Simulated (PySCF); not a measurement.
Basis-set dependence of the ionisation energy of Lu

Lu [Xe] 4f14 5d1 6s2 (2D) → Lu⁺ [Xe] 4f14 6s2 (1S). Calculated with PySCF 2.14 from differences of total energies of unrestricted determinants, without spin-orbit coupling. Values in eV.

```tsv
basis	Hamiltonian	functions	UHF	r2SCAN	PBE0	MP2 (valence)
cc-pVDZ-X2C	spin-free X2C	84	4.471	5.815	5.479	4.899
x2c-TZVPPall	spin-free X2C	99	4.393	5.735	5.401	4.740
ANO-RCC-VTZP	spin-free X2C	104	4.455	5.813	5.473	4.951
```

Task: Estimate the row for x2c-TZVPPall with one added diffuse shell each of s, p, d type (spin-free X2C, 108 functions).

Result: From the rows with the same Hamiltonian and similar size; the calculation gives UHF 4.39; r2SCAN 5.73; PBE0 5.40; MP2 (valence) 4.74 (eV).

Frozen in the all-electron rows: valence: [Kr] 4d10.

Reference for a calculation without spin-orbit coupling: 5.278 eV (measured, between term centres; NIST).
